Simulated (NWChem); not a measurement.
# trichloroethylene (C₂HCl₃); SMILES ClC=C(Cl)Cl

All runs: NWChem. Each level has its own optimisation; frequencies are unscaled. Brackets give each atom's bonded neighbours.

For level BLYP/def2-SVP:

highest harmonic frequency (cm⁻¹): 3143
dipole (D): 0.70

Question: Estimate the same quantities for level PBE0/def2-SVP.

Answer: 
| Property | Result |
|---|---|
| highest harmonic frequency (cm⁻¹) | 3253 |
| dipole (D) | 0.84 |
